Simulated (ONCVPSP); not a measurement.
K (Z = 19), ONCV: configuration errors across variants

- Element: K (Z = 19)
- Generator: ONCVPSP 4.0.1
- Type: optimised norm-conserving Vanderbilt (ONCV)
- Functional: Wu-Cohen
- Relativity: scalar-relativistic
- Frozen core: [Ne]
- Valence charge: 9
- Reference configuration: 3s2 3p6 4s1
- Partial waves: 3s+4s: rc 1.90 bohr, ncon 4, nbas 7, qcut 4.9 1/bohr, 2 projectors; 3p: rc 1.30 bohr, ncon 3, nbas 7, qcut 5.3 1/bohr, 1 projector; d scattering state at 0.08 Ha: rc 2.00 bohr, ncon 3, nbas 7, qcut 5.3 1/bohr, 2 projectors, debl 3.8 Ha
- Local potential: polynomial inside 1.10 bohr (lpopt 5, dvloc0 0 Ha)
- Core correction: polynomial model core, fcfact 0.5

All-electron excitation energies from the reference (eV): (1) 3s2 3p6 4s0 4.173; (2) 3s2 3p6 4s0.5 1.589; (3) 3s2 3p6 4s0 4p1 1.478; (4) 3s2 3p5 4s1 24.947.

Errors AE − PS in meV (a dash: test not solved or not reliable):

```csv
change,(1),(2),(3),(4),bound ghosts,GHOST(+) flags above zero
base,-0.2,0.0,+1.9,+17,none,none
"all radii but the core radius scaled by about 0.78 (s 1.48, p 1.02, d 1.56 bohr); local potential polynomial inside 0.86 bohr (lpopt 5, dvloc0 0 Ha)",-0.1,0.0,+1.8,+11,none,s
"all radii but the core radius scaled by about 0.85 (s 1.62, p 1.12, d 1.70 bohr); local potential polynomial inside 0.94 bohr (lpopt 5, dvloc0 0 Ha)",-0.1,0.0,+1.8,+14,none,s
"all radii but the core radius scaled by about 0.93 (s 1.78, p 1.22, d 1.86 bohr); local potential polynomial inside 1.02 bohr (lpopt 5, dvloc0 0 Ha)",-0.2,0.0,+1.8,+16,none,s
"all radii but the core radius scaled by about 1.07 (s 2.02, p 1.38, d 2.14 bohr); local potential polynomial inside 1.18 bohr (lpopt 5, dvloc0 0 Ha)",-0.2,0.0,+1.8,+18,none,none
"all radii but the core radius scaled by about 1.10 (s 2.08, p 1.42, d 2.20 bohr); local potential polynomial inside 1.20 bohr (lpopt 5, dvloc0 0 Ha)",-0.2,-0.1,+1.9,+18,none,none
"all radii but the core radius scaled by about 1.19 (s 2.26, p 1.54, d 2.38 bohr); local potential polynomial inside 1.30 bohr (lpopt 5, dvloc0 0 Ha)",-0.3,-0.1,+1.7,+19,none,none
"all radii but the core radius scaled by about 1.33 (s 2.52, p 1.72, d 2.66 bohr); local potential polynomial inside 1.46 bohr (lpopt 5, dvloc0 0 Ha)",-0.3,-0.1,+0.8,+21,none,none
```

Problem. Give the same row for: all radii but the core radius scaled by about 1.24 (s 2.36, p 1.62, d 2.48 bohr); local potential polynomial inside 1.36 bohr (lpopt 5, dvloc0 0 Ha).

Solution. -0.3, -0.1, +1.5, +19; bound ghosts: none; GHOST(+) flags above zero: none.
